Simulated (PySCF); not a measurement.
**`[C@H]1(CCC)[C@@H](C#C)N1`, C7H11N**

Geometry:
```json
{"atom": "C1", "x (Å)": "2.557", "y (Å)": "0.006", "z (Å)": "1.594"}
{"atom": "C2", "x (Å)": "2.188", "y (Å)": "0.360", "z (Å)": "0.510"}
{"atom": "C3", "x (Å)": "1.747", "y (Å)": "0.718", "z (Å)": "-0.802"}
{"atom": "N4", "x (Å)": "1.597", "y (Å)": "-0.299", "z (Å)": "-1.835"}
{"atom": "C5", "x (Å)": "0.401", "y (Å)": "0.289", "z (Å)": "-1.284"}
{"atom": "C6", "x (Å)": "-0.523", "y (Å)": "-0.493", "z (Å)": "-0.382"}
{"atom": "C7", "x (Å)": "-1.340", "y (Å)": "0.435", "z (Å)": "0.517"}
{"atom": "C8", "x (Å)": "-2.235", "y (Å)": "-0.351", "z (Å)": "1.467"}
{"atom": "H9", "x (Å)": "2.887", "y (Å)": "-0.271", "z (Å)": "2.550"}
{"atom": "H10", "x (Å)": "2.150", "y (Å)": "1.658", "z (Å)": "-1.168"}
{"atom": "H11", "x (Å)": "1.777", "y (Å)": "-1.241", "z (Å)": "-1.499"}
{"atom": "H12", "x (Å)": "-0.104", "y (Å)": "0.960", "z (Å)": "-1.973"}
{"atom": "H13", "x (Å)": "0.067", "y (Å)": "-1.170", "z (Å)": "0.243"}
{"atom": "H14", "x (Å)": "-1.197", "y (Å)": "-1.098", "z (Å)": "-0.996"}
{"atom": "H15", "x (Å)": "-1.952", "y (Å)": "1.092", "z (Å)": "-0.104"}
{"atom": "H16", "x (Å)": "-0.655", "y (Å)": "1.060", "z (Å)": "1.095"}
{"atom": "H17", "x (Å)": "-2.815", "y (Å)": "0.324", "z (Å)": "2.092"}
{"atom": "H18", "x (Å)": "-1.634", "y (Å)": "-0.986", "z (Å)": "2.115"}
{"atom": "H19", "x (Å)": "-2.925", "y (Å)": "-0.982", "z (Å)": "0.912"}
```

Theory: TDDFT B3LYP/def2-SVPD circular dichroism and optical rotation, one conformer, gas phase in PySCF. Geometry: GFN2-xTB.

The molecule is flexible and this is one conformer; a measurement averages over conformers. States above about 6.7 eV (minus the energy of the highest occupied orbital) lie near or above the ionisation threshold and depend on the basis.

Q: Draw the ECD and absorption spectra from the lowest 12 states, each a Gaussian of half-width 0.25 eV at 1/e height.

A: 
| E (eV) | λ (nm) | Δε (L mol⁻¹ cm⁻¹) | ε (L mol⁻¹ cm⁻¹) |
| --- | --- | --- | --- |
| 5.40 | 230 | -0.17 | 11.6 |
| 5.55 | 224 | -1.33 | 97 |
| 5.70 | 218 | -4.94 | 470 |
| 5.85 | 212 | -8.68 | 1560 |
| 6.00 | 207 | -6.30 | 3650 |
| 6.15 | 202 | +1.78 | 5320 |
| 6.30 | 197 | +11.08 | 4690 |
| 6.45 | 192 | +17.61 | 3070 |
| 6.60 | 188 | +17.45 | 2060 |
| 6.75 | 184 | +12.62 | 1700 |
| 6.90 | 180 | +8.69 | 1830 |
| 7.05 | 176 | +8.65 | 1830 |
| 7.20 | 172 | +9.04 | 1590 |
| 7.35 | 169 | +5.59 | 1880 |
| 7.50 | 165 | -4.81 | 2370 |

Δε uses R in velocity form, ε uses f in length form. Only the states computed contribute, so the short-wavelength end is incomplete.
